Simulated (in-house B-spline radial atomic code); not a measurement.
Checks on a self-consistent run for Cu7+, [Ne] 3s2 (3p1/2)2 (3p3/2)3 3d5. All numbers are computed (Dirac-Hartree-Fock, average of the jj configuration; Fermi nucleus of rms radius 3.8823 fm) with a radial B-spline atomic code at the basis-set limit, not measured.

| orbital | q | ε (Eh) | <1/r> | <r²> | small-component weight |
| --- | --- | --- | --- | --- | --- |
| 1s1/2 | 2 | -338.86571 | 29.1623 | 0.00365243 | 0.010947 |
| 2s1/2 | 2 | -47.88196 | 6.39818 | 0.0643864 | 0.0020959 |
| 2p1/2 | 2 | -42.54414 | 6.32141 | 0.0508503 | 0.0020608 |
| 2p3/2 | 4 | -41.75048 | 6.17565 | 0.0525672 | 0.0020224 |
| 3s1/2 | 2 | -10.66723 | 2.10473 | 0.519582 | 0.00050308 |
| 3p1/2 | 2 | -8.92680 | 2.00016 | 0.544215 | 0.00046548 |
| 3p3/2 | 3 | -8.83223 | 1.97667 | 0.554811 | 0.00046192 |
| 3d3/2 | 2 | -6.10547 | 1.7732 | 0.581734 | 0.00038159 |
| 3d5/2 | 3 | -6.04245 | 1.7654 | 0.587487 | 0.00037951 |

Electron-electron repulsion V_ee = 513.0068 hartree.

**Question.** What total energy follows from the eigenvalues?

**Answer.** The eigenvalues count the repulsion twice, so E = Σqε - V_ee = -1121.609 - 513.007 = -1634.615 hartree; the run printed -1634.615.

**Question.** Does the Dirac virial theorem hold?

**Answer.** For a point nucleus E = -2c²Σq·w, with w the small-component weight. Here Σq·w = 0.043522 and c = 137.0360, so the ratio E/(-2c²Σq·w) is 1.000009; the finite nucleus accounts for the departure from 1.

**Question.** What diamagnetic shielding (Lamb formula) and susceptibility (Langevin formula) do the radii give?

**Answer.** σ = (α²/3)Σq<1/r> = 131.449/(3·137.036²) = 2333.3 ppm, and χ = -0.79199×10⁻⁶·Σq<r²> = -5.675×10⁻⁶ cm³/mol with Σq<r²> = 7.166 bohr². Both are non-relativistic formulas without the paramagnetism of open shells.
